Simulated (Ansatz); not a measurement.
`OBCCl` from Hartree–Fock to CCSD(T)

Cartesian coordinates in Å:
```
O -1.5417 -0.5373 -0.5051
B -0.4469 0.2100 -0.7013
C 0.7572 0.2196 0.3152
Cl 0.4831 -0.8589 1.7184
H -1.4772 -1.0437 0.3184
H -0.3935 0.8895 -1.6865
H 0.9357 1.2235 0.7071
H 1.6834 -0.1028 -0.1662
```

The species carries charge 0 and has multiplicity 1. The structure was optimised at the PBE0-D4/def2-TZVP level. It is one conformer, not always the lowest. Frozen core, restricted reference, Ansatz 0.2.0. CBS rows extrapolate triple and quadruple zeta; past MP2 they add the triple-zeta difference.

```json
{"basis": "def2-SVP", "HF (Eh)": "-599.04622", "MP2 corr.": "-0.54493"}
{"basis": "def2-TZVPP", "HF (Eh)": "-599.36984", "MP2 corr.": "-0.70307"}
{"basis": "def2-QZVPP", "HF (Eh)": "-599.38936", "MP2 corr.": "-0.76012"}
```

**Question.** Estimate the CCSD correlation energy and the (T) correction in each basis where they were run (hartree).

**Answer.** 
| basis | CCSD corr. | (T) |
| --- | --- | --- |
| def2-SVP | -0.58501 | -0.01478 |
| def2-TZVPP | -0.74016 | -0.02927 |
| CBS(def2) | -0.83948 | as TZ |
